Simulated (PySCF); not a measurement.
phosphorus nitride cation (NP), SMILES N#P (connectivity only; charge and spin as stated), charge +1, multiplicity 2. Atoms are numbered in the order given.

```xyz
2

N      0.0000     0.0000    -1.0055
P      0.0000     0.0000     0.4693
```
Charge +1, spin multiplicity 2.

Geometry: B3LYP-D3(BJ)/def2-TZVPD. The spin state was assumed, not searched.

Method: PySCF with SMD-B3LYP/6-31G*.

Solvation free energies are E(SMD) − E(gas) at the gas-phase geometry, for 1 M in both phases.

```csv
solvent,ΔG(solv) (kcal/mol),its non-electrostatic (CDS) part
water,-74.6,0.0
acetone,-69.6,2.1
chloroform,-57.1,2.1
```
